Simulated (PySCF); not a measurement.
Species: 2-ethylbutanenitrile, C6H11N.
Structure used (PBE0-D3(BJ)/def2-SVP), in Å, numbered top down from 1:
```xyz
18
C6H11N angstrom
C     -2.585    0.127    0.455
C     -1.385   -0.140   -0.436
C     -0.032    0.004    0.275
C      0.125    1.357    0.816
N      0.250    2.433    1.225
C      1.152   -0.357   -0.632
C      2.502   -0.313    0.063
H     -2.611   -0.567    1.310
H     -3.525    0.005   -0.103
H     -2.565    1.152    0.857
H     -1.397    0.538   -1.306
H     -1.432   -1.165   -0.841
H     -0.023   -0.676    1.148
H      0.962   -1.369   -1.028
H      1.147    0.322   -1.501
H      2.719    0.693    0.453
H      3.311   -0.584   -0.631
H      2.539   -1.016    0.911
```

Linear response at wB97X-D/def2-SVPD (PySCF, frozen core in the response, non-relativistic).

Static isotropic polarisability: 76.31 au (11.31 Å³), principal values 64.9, 81.3, 82.7 au.

Q: What is the polarisability at 1064 nm and at the sodium D line?

A: 76.80 au at 1064 nm (+0.6 %), 77.93 au at 589.3 nm (+2.1 %). The rise at 589.3 nm is 3.32 times that at 1064 nm; a pure ω² law gives 3.26. The lowest singlet lies at 161 nm, shorter than both wavelengths.

Q: What is the isotropic C6 coefficient between two such molecules, C6 = (3/π)∫α(iω)² dω?

A: 2599 au (Eh·bohr⁶) by a ten-point quadrature over imaginary frequencies, which is 1550 eV·Å⁶ or 150 J·nm⁶/mol.

Q: Which effective excitation energy ω̄ makes London's formula C6 = (3/4)α²ω̄ exact here?

A: ω̄ = 4·C6/(3α²) = 0.595 Eh = 16.2 eV. A one-pole form α(ω) = α/(1 − ω²/ω̄²) fitted to the 1064 nm value gives 14.6 eV.

Q: How many electrons N does the Slater–Kirkwood formula C6 = (3/4)·√N·α^(3/2) need to give this C6?

A: N = (4·C6/3)²/α³ = 27.0; the species has 54 electrons in all.

Q: How anisotropic is the static polarisability, by Δα² = ½[(α1 − α2)² + (α2 − α3)² + (α3 − α1)²]?

A: Δα = 17.2 au, or 0.23 of the isotropic value.

Q: What three-body coefficient follows from the one-pole estimate C9 = (3/4)·α·C6?

A: 149000 au. This is an estimate from the two numbers above, not a computed integral.

Q: What n − 1 at the D line would an ideal gas of it have at 273.15 K and 1 atm (2.6868 × 10¹⁹ cm⁻³), by n − 1 = 2π·N·α′?

A: 19.50 × 10⁻⁴, a formal value whether or not that pressure can be reached.

Q: The lowest 6 singlets have (eV, f): 7.69, 0.000; 8.02, 0.008; 8.02, 0.001; 9.13, 0.041; 9.24, 0.008; 9.24, 0.004. What share of the static polarisability do they carry in the sum over states α = Σ f/ω²?

A: 0.57 au, 0.7 % of α; the largest term, 0.37 au, is that of the state at 9.13 eV. Their oscillator strengths add up to 0.06. Higher states carry the rest.

Q: What molar refraction at the D line follows from R = (4π/3)·N_A·α′, with α′ the polarisability volume?

A: α′ = 11.55 Å³ gives R = 29.13 cm³/mol, for isolated, non-vibrating species.

One conformer stands for the species.

Note: wB97X-D ran without an empirical dispersion term, which enters the total energy and its gradient alone.
